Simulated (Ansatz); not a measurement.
`C[SiH2]C(C)=S` and `C=NC(C)=S` differ in one atom or group.

Ansatz, PBE0-D4/def2-TZVP geometries, multiplicity 1. Each molecule was computed in one conformer, which needn't be the lowest.

```
                                                                                  property  `C[SiH2]C(C)=S`
                                        size of the dipole moment (ωB97M-V/def2-TZVPP) / D             1.56
                                                   HOMO–LUMO gap (ωB97M-V/def2-TZVPP) / eV             8.25
ideal-gas entropy at 298 K and 1 bar (rigid rotor, harmonic PBE0-D4/def2-TZVP) / J/(mol·K)              373
                                                     LUMO energy (ωB97M-V/def2-TZVPP) / eV            -0.18
                                          size of the dipole moment (B3LYP/def2-TZVPP) / D             1.60
                                                        LUMO energy (PBE0/def2-TZVPP) / eV            -2.32
```

(1) Give the same properties after the change, and the shifts. (An estimate is asked.)

Results:

(1) The calculation gave: 
```
                                                                                  property  `C=NC(C)=S`  shift
                                        size of the dipole moment (ωB97M-V/def2-TZVPP) / D         2.94   1.38
                                                   HOMO–LUMO gap (ωB97M-V/def2-TZVPP) / eV         8.76   0.51
ideal-gas entropy at 298 K and 1 bar (rigid rotor, harmonic PBE0-D4/def2-TZVP) / J/(mol·K)          324    -49
                                                     LUMO energy (ωB97M-V/def2-TZVPP) / eV         0.17   0.35
                                          size of the dipole moment (B3LYP/def2-TZVPP) / D         2.92   1.32
                                                        LUMO energy (PBE0/def2-TZVPP) / eV        -1.97   0.35
```

With PBE0 the HOMO falls by 0.13 eV and the LUMO rises by 0.35 eV, so the gap widens by about 0.48 eV. PBE moves the HOMO by -0.10 eV and ωB97M-V by -0.16 eV. The zero-point energy changes by -58.3 kJ/mol with -9 modes. Dipoles are sizes alone; their direction can turn. Modes under 60 cm⁻¹, often nearly free rotors, make the harmonic entropy too high.

B3LYP here is the variant with VWN-RPA as its local correlation; programs differ in this.
